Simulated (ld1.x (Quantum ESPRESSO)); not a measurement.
**arsenic: variants of one TM potential**

Base potential:

```
Element                 : arsenic (As)
Generator               : ld1.x (Quantum ESPRESSO) 7.5
Type                    : norm-conserving Troullier–Martins (Kleinman–Bylander form)
Functional              : PBE
Relativity              : fully relativistic
Frozen core             : [Ar] 3d10
Valence charge          : 5
Reference configuration : 4s2 4p3
Partial waves           : 4s (bound): rc 1.25 bohr; 4p (bound): rc 2.25 bohr
Local potential         : the p channel
Core correction         : Bessel-smoothed model core inside 1.05 bohr
```

Open shells are filled in proportion to 2j + 1 (rel_dist='average').

Cutoffs, loose and tight: the cutoffs (Ry, on a coarse ladder) from which the occupation-weighted sum of valence levels, in a spherical-Bessel basis at the reference potential, stays within 10 and 1 mRy of its value at 400 Ry. They do not see the model core or the augmentation charge, which bear on the density cutoff. Test errors are all-electron minus pseudo excitation energies from the reference, over the configurations 4s2 4p2; 4s2 4p1; 4s2 4p0; 4s0 4p5; 4s1 4p4; 4s1 4p0; 4s2 4p3.3. A dash means not determined; rows that change the core or the reference have their own tests.

A true bound ghost makes a file unfit for plane-wave use even where its test errors are small: the radial tests pick states by their node count and pass the ghost by.

| change | outcome | cutoff, loose | cutoff, tight | bound ghosts | largest test error (meV) |
| --- | --- | --- | --- | --- | --- |
| base | generated, misses its reference levels by 0.18 eV | 50 Ry | 140 Ry | none | -414 |
| all radii but the core radius scaled by about 0.77 (s 0.96, p 1.74 bohr) | generated, misses its reference levels by 0.18 eV | 260 Ry | 300 Ry | s | -335 |
| all radii but the core radius scaled by about 0.85 (s 1.06, p 1.92 bohr) | generated, misses its reference levels by 0.18 eV | 180 Ry | 300 Ry | s | -336 |
| all radii but the core radius scaled by about 0.91 (s 1.14, p 2.06 bohr) | generated, misses its reference levels by 0.18 eV | 70 Ry | 260 Ry | s | -369 |
| all radii but the core radius scaled by about 1.07 (s 1.34, p 2.42 bohr) | generated, misses its reference levels by 0.18 eV | 40 Ry | 90 Ry | none | -456 |
| all radii but the core radius scaled by about 1.14 (s 1.42, p 2.56 bohr) | generated, misses its reference levels by 0.18 eV | 35 Ry | 70 Ry | none | -491 |
| all radii but the core radius scaled by about 1.23 (s 1.54, p 2.78 bohr) | generated, misses its reference levels by 0.18 eV | 35 Ry | 50 Ry | none | -572 |
| all radii but the core radius scaled by about 1.31 (s 1.64, p 2.94 bohr) | generated, misses its reference levels by 0.18 eV | 30 Ry | 50 Ry | none | -614 |
| all radii but the core radius scaled by about 1.39 (s 1.74, p 3.12 bohr) | generated, misses its reference levels by 0.18 eV | 30 Ry | 45 Ry | none | -648 |

Reading the sweep of the scale of all radii but the core radius (base = 1) (base included, trends over the rows without a ghost): The loose cutoff falls from 50 Ry at 1 to 30 Ry at 1.39. A larger radius leaves more room for a smooth pseudo-wave, so fewer plane waves are needed; a smaller one forces it to follow the all-electron wave where it bends sharply. The median size of the test errors (rows with all tests solved) is not monotonic: lowest 2.6 meV at 1.14, highest 24.3 meV at 1.39. Bound ghosts are found at 0.77, 0.85, 0.91.
